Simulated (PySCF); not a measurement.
AlBFH2O, AlBClO, CH4F2Si, CH4B2N and others (calculated)

Calculation on a computer-drawn molecule: optimised geometry and harmonic frequencies of an isolated molecule of the commonest isotopes, restricted reference for singlets and unrestricted otherwise, frozen core in MP2. Program: PySCF 2.14.0.

(1) AlBFH2O

Start structure:
```xyz
6
AlBFH2O
B     -3.0198     0.0744     0.6308
O     -2.2791     0.7903    -0.3309
Al    -1.4404     1.6008    -1.4195
F     -0.5993     2.4135    -2.5109
H     -2.5480    -0.0058     1.7182
H     -4.0539    -0.3887     0.2733
```

Here we set charge 1, multiplicity 1, method MP2 and basis cc-pV(D+d)Z.

Results for AlBFH2O: rotational constants 218, 2.487, 2.459 GHz; total energy -442.4211 hartree; convergence status largest gradient component 1.664e-05 hartree/bohr.

Drawn bonds:
```
atom  other atom  order
   1           2      1
   2           3      1
   3           4      1
   1           5      1
   1           6      1
```

Optimised structure:
```xyz
6
AlBFH2O
B     -3.0320     0.0627     0.6465
O     -2.2842     0.7853    -0.3241
Al    -1.4311     1.6097    -1.4315
F     -0.5754     2.4366    -2.5421
H     -2.5479    -0.0115     1.7364
H     -4.0699    -0.3984     0.2757
```

Modes:
```
frequency (cm⁻¹)  reduced mass (dalton)
           66.32                   3.69
           91.39                  5.281
             165                  20.99
           193.8                  17.35
           606.3                  7.214
           974.4                  10.18
           984.4                  1.271
            1079                  1.329
            1270                  1.134
            1303                  14.74
            2700                  1.041
            2840                  1.141
```

(2) AlBClO

Start structure:
```xyz
4
AlBClO
O     -1.1184    -1.5101     0.1706
Al    -0.3668    -0.1448     0.0881
B      0.6891     1.7730    -0.0278
Cl     1.4633     3.1790    -0.1128
```

Here we set charge 1, multiplicity 1, method MP2 and basis cc-pV(D+d)Z.

The calculation gives: rotational constants 1.239, 1.239 GHz; total energy -801.0979 hartree; convergence status largest gradient component 3.581e-06 hartree/bohr.

Drawn bonds:
```
atom  other atom  order
   1           2      2
   2           3      1
   3           4      1
```

Optimised structure:
```xyz
4
AlBClO
O     -1.1434    -1.5555     0.1733
Al    -0.3580    -0.1289     0.0871
B      0.6951     1.7839    -0.0285
Cl     1.4735     3.1976    -0.1139
```

Modes:
```
frequency (cm⁻¹)  reduced mass (dalton)
           52.55                  19.93
              53                  19.93
           230.8                  12.44
           230.8                  12.44
           295.5                  23.49
            1060                  18.87
            1256                  12.74
```

(3) CH4F2Si

Start structure:
```xyz
8
CH4F2Si
C     -0.0148     2.4864    -0.0961
Si     0.1094     0.5906    -0.5523
F     -1.3457     0.0412    -0.3554
F      0.3514     0.4628    -2.1728
H     -0.6538     3.0272    -0.6674
H     -0.2322     2.5402     0.9082
H      1.0459     2.9717    -0.3266
H      0.9685    -0.2233     0.1507
```

Settings of this run: charge 0, multiplicity 1, method HF and basis cc-pV(D+d)Z.

Results for CH4F2Si: rotational constants 6.707, 6.022, 3.691 GHz; total energy -528.1614 hartree; convergence status largest gradient component 3.042e-05 hartree/bohr.

Drawn bonds:
```
atom  other atom  order
   1           2      1
   2           3      1
   2           4      1
   1           5      1
   1           6      1
   1           7      1
   2           8      1
```

Optimised structure:
```xyz
8
CH4F2Si
C      0.0460     2.4424    -0.1195
Si     0.0570     0.6568    -0.5799
F     -1.4008     0.0270    -0.3523
F      0.3744     0.5004    -2.1448
H     -0.6925     2.9884    -0.7113
H     -0.2015     2.5627     0.9383
H      1.0281     2.8886    -0.2959
H      1.0180    -0.1694     0.1537
```

Modes:
```
frequency (cm⁻¹)  reduced mass (dalton)
           142.2                  1.047
           232.5                  3.437
           289.5                  4.642
           350.3                  6.158
           701.1                  2.252
           800.7                  1.251
           821.5                  1.837
           883.5                  3.994
           893.7                   1.81
           991.1                  1.463
            1005                  2.651
            1405                  1.283
            1545                  1.048
            1546                  1.048
            2399                  1.042
            3175                  1.036
            3261                  1.101
            3267                  1.102
```

(4) CH4B2N

Start structure:
```xyz
8
CH4B2N
B     -3.3209    -0.9342    -0.6932
N     -2.5394    -0.0164    -0.0138
B     -1.7998     0.8196     0.6176
C     -1.0583     1.8032     1.2855
H     -2.8079    -1.5638    -1.5752
H     -4.4591    -1.1556    -0.3465
H     -0.2326     1.5601     2.0782
H     -1.1517     2.8499     1.1941
```

It was run with charge 0, multiplicity 2, method HF and basis cc-pVDZ.

It finds rotational constants 129.7, 3.609, 3.597 GHz; total energy -144.0309 hartree; spin squared 0.7915; convergence status largest gradient component 1.113e-05 hartree/bohr.

Drawn bonds:
```
atom  other atom  order
   1           2      1
   2           3      2
   3           4      1
   1           5      1
   1           6      1
   4           7      1
   4           8      1
```

Optimised structure:
```xyz
8
CH4B2N
B     -3.3119    -0.9666    -0.6882
N     -2.5347    -0.0216    -0.0025
B     -1.8406     0.8225     0.6101
C     -1.0062     1.8370     1.3464
H     -2.8774    -1.5069    -1.6716
H     -4.4158    -1.2403    -0.2954
H     -0.3387     1.5482     2.1486
H     -1.0445     2.8906     1.0993
```

Modes:
```
frequency (cm⁻¹)  reduced mass (dalton)
           99.49                  1.008
           137.1                   3.53
           160.6                  2.915
           385.8                   2.88
           409.6                  3.762
           609.6                   1.54
           763.7                  3.939
           926.3                  1.624
            1012                   1.37
            1107                  1.364
            1219                    2.1
            1372                  1.682
            1505                  1.186
            2035                   11.9
            2650                  1.051
            2709                  1.128
            3303                  1.054
            3405                  1.114
```

(5) BClH3Si

Start structure:
```xyz
6
BClH3Si
B     -2.1885     0.9774     0.0815
Si    -0.8144     0.3435    -1.1106
Cl     0.8129     1.4683    -1.6833
H     -2.1456     2.0823     0.5345
H     -3.0823     0.2240     0.3421
H     -0.7080    -0.9781    -1.7432
```

It was run with charge 0, multiplicity 2, method MP2 and basis cc-pV(D+d)Z.

Results for BClH3Si: rotational constants 25.58, 3.656, 3.199 GHz; total energy -775.1632 hartree; spin squared 0.7618; convergence status largest gradient component 1.304e-05 hartree/bohr.

Drawn bonds:
```
atom  other atom  order
   1           2      1
   2           3      1
   1           4      1
   1           5      1
   2           6      1
```

Optimised structure:
```xyz
6
BClH3Si
B     -2.1865     0.9795     0.0800
Si    -0.8110     0.3525    -1.1000
Cl     0.8115     1.4591    -1.6885
H     -2.1470     2.0911     0.5379
H     -3.0789     0.2090     0.3331
H     -0.7140    -0.9739    -1.7414
```

Modes:
```
frequency (cm⁻¹)  reduced mass (dalton)
           179.3                  3.097
           292.1                  1.338
           437.1                  1.048
           529.4                  5.175
           623.4                  1.516
           771.1                  3.657
           802.5                  1.255
           860.8                  1.191
            1161                  1.197
            2319                  1.043
            2636                   1.05
            2744                   1.13
```

(6) CH8B2Si

Start structure:
```xyz
12
CH8B2Si
B     -0.4910     3.0218    -0.5575
Si     0.5364     1.4309    -0.2097
B     -0.2646     0.5558     1.3825
C     -1.3744    -0.4755     1.2691
H     -1.5172     2.9917    -1.1435
H     -0.2265     4.0132    -0.0511
H      2.0032     1.5566    -0.0721
H      0.4141     0.4388    -1.3862
H      0.0218     0.8666     2.4301
H     -1.0201    -1.3965     1.5059
H     -1.8986    -0.5977     0.3101
H     -2.1605    -0.4455     2.0254
```

It was run with charge 0, multiplicity 1, method HF and basis cc-pV(D+d)Z.

It finds rotational constants 10.44, 2.653, 2.426 GHz; total energy -380.7795 hartree; convergence status largest gradient component 3.131e-05 hartree/bohr.

Drawn bonds:
```
atom  other atom  order
   1           2      1
   2           3      1
   3           4      1
   1           5      1
   1           6      1
   2           7      1
   2           8      1
   3           9      1
   4          10      1
   4          11      1
   4          12      1
```

Optimised structure:
```xyz
12
CH8B2Si
B     -0.4372     3.1721    -0.6104
Si     0.4758     1.3762    -0.2761
B     -0.3911     0.5384     1.3866
C     -1.4280    -0.6460     1.3456
H     -1.4146     3.2586    -1.3029
H     -0.0460     4.1773    -0.0832
H      1.9328     1.5747    -0.0397
H      0.3307     0.4869    -1.4622
H     -0.0640     0.9659     2.4650
H     -0.8386    -1.5503     1.5687
H     -1.9106    -0.8126     0.3809
H     -2.1866    -0.5811     2.1306
```

Modes:
```
frequency (cm⁻¹)  reduced mass (dalton)
           31.85                   2.25
           87.14                  1.088
           96.47                  1.075
           164.6                  2.513
           231.4                  2.182
           468.2                  1.085
             536                  2.285
           602.6                  1.222
           638.8                  3.575
           653.9                  1.446
           709.6                  1.135
             819                  1.219
           896.4                  1.253
           928.6                  1.634
           974.8                  1.372
            1036                  1.062
            1067                  2.347
            1202                  1.543
            1261                  1.146
            1427                  1.304
            1532                  1.046
            1571                  1.072
            2261                   1.05
            2269                   1.03
            2662                  1.086
            2670                  1.059
            2747                  1.125
            3124                  1.053
            3209                  1.078
            3256                  1.104
```

(7) C2H8BN

Start structure:
```xyz
12
C2H8BN
C     -1.0334     1.1549     1.6336
B     -0.6138    -0.3579     1.5176
C      0.7704    -0.7789     0.7728
N      0.1405    -0.9197    -0.5181
H     -1.0601     1.3894     2.7168
H     -2.0478     1.3123     1.2826
H     -0.3868     1.8521     1.1875
H     -1.3198    -1.2575     1.8830
H      1.4850     0.0070     0.8168
H      1.1863    -1.6822     1.0177
H     -0.5627    -1.5326    -0.5190
H     -0.3065    -0.0022    -0.8029
```

Settings of this run: charge 0, multiplicity 1, method HF and basis cc-pVDZ.

Results for C2H8BN: rotational constants 16.61, 4.128, 3.89 GHz; total energy -159.5190 hartree; convergence status largest gradient component 4.377e-05 hartree/bohr.

Drawn bonds:
```
atom  other atom  order
   1           2      1
   2           3      1
   3           4      1
   1           5      1
   1           6      1
   1           7      1
   2           8      1
   3           9      1
   3          10      1
   4          11      1
   4          12      1
```

Optimised structure:
```xyz
12
C2H8BN
C     -1.0827     1.1910     1.7380
B     -0.6612    -0.3128     1.5149
C      0.6704    -0.7425     0.7749
N      0.2712    -0.9782    -0.6332
H     -0.8611     1.4118     2.7938
H     -2.1531     1.3711     1.6106
H     -0.5188     1.9115     1.1395
H     -1.4243    -1.1874     1.8510
H      1.4542     0.0187     0.7748
H      1.1191    -1.6637     1.1509
H     -0.4396    -1.6893    -0.6877
H     -0.1228    -0.1454    -1.0392
```

Modes:
```
frequency (cm⁻¹)  reduced mass (dalton)
           79.47                  2.562
           107.2                  1.101
           257.4                   2.22
           281.4                  1.192
           371.5                  1.652
             633                   1.15
           815.9                  2.026
           834.2                  1.166
           940.9                   1.36
           988.3                  1.615
            1044                  1.358
            1083                  3.185
            1091                  1.925
            1188                  1.428
            1292                  1.506
            1415                  1.385
            1442                  1.477
            1471                  1.212
            1540                  1.047
            1570                  1.073
            1589                  1.099
            1776                  1.091
            2642                  1.093
            3132                  1.051
            3191                  1.061
            3207                  1.081
            3235                  1.106
            3248                  1.103
            3702                   1.05
            3786                  1.094
```

(8) CH2BFSi

Start structure:
```xyz
6
CH2BFSi
B     -1.1134     0.2814    -0.4009
C     -0.1445     0.6788     0.4966
Si    -0.5610     2.0759     1.7168
F     -2.1684     2.3963     1.3117
H     -1.9334     0.0428    -1.2355
H      0.8635     0.3734     0.6122
```

Settings of this run: charge 0, multiplicity 1, method HF and basis cc-pV(D+d)Z.

Results for CH2BFSi: rotational constants 11.03, 6.096, 3.926 GHz; total energy -452.0725 hartree; convergence status largest gradient component 3.591e-05 hartree/bohr.

Drawn bonds:
```
atom  other atom  order
   1           2      2
   2           3      1
   3           4      1
   1           5      1
   2           6      1
```

Optimised structure:
```xyz
6
CH2BFSi
B     -1.0998     0.3849    -0.3584
C     -0.0835     0.7125     0.5239
Si    -0.6194     2.0387     1.6904
F     -2.1659     2.2497     1.1216
H     -2.0043     0.1586    -1.0720
H      0.9158     0.3041     0.5954
```

Modes:
```
frequency (cm⁻¹)  reduced mass (dalton)
           156.6                  4.142
             167                  5.163
           360.2                  4.365
           651.9                  1.198
           715.3                   3.78
           766.8                  4.406
           806.3                  1.308
           857.9                  1.611
            1025                  1.518
            1517                  5.628
            2957                   1.13
            3373                  1.095
```
